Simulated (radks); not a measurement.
Ge XXIII, 10 electrons, occupied as [Ne]. Calculated with a radial shooting solver on a logarithmic mesh with Libxc functionals: scalar-relativistic Kohn-Sham, BLYP, spin-polarised, spherical densities, finite nucleus; Fermi nuclear charge, rms radius 4.0742 fm.

Normalised radial functions P(r) = r R(r), r in bohr:

```
   r/bohr * 1s, o 2p (the largest magnitude, 4.14, reaches the edge; | marks zero, & curves that meet)
  0.00282 o            *
 0.003417 o               *
  0.00414 o                 *
 0.005016 o                    *
 0.006078 o                        *
 0.007423 |o                           *
 0.008995 |o                               *
   0.0109 |o                                    *
  0.01321 | o                                       *
    0.016 |  o                                           *
  0.01939 |   o                                             *
  0.02368 |    o                                               *
  0.02869 |      o                                               *
  0.03477 |        o                                             *
  0.04212 |           o                                       *
  0.05104 |              o                                *
  0.06234 |                  o                     *
  0.07554 |                      o        *
  0.09153 |                       *  o
   0.1109 |               *            o
   0.1344 |        *                     o
   0.1641 |   *                         o
   0.1989 | *                        o
    0.241 |*                    o
    0.292 *               o
   0.3538 *         o
   0.4321 *     o
   0.5236 * o
   0.6344 *o
```

1s: eigenvalue -11939.3 eV, 0 radial nodes, <r> = 0.0470 bohr, 90 % of the charge inside 0.0839 bohr. 2p: eigenvalue -2130.0 eV, 0 radial nodes, <r> = 0.180 bohr, 90 % of the charge inside 0.292 bohr.
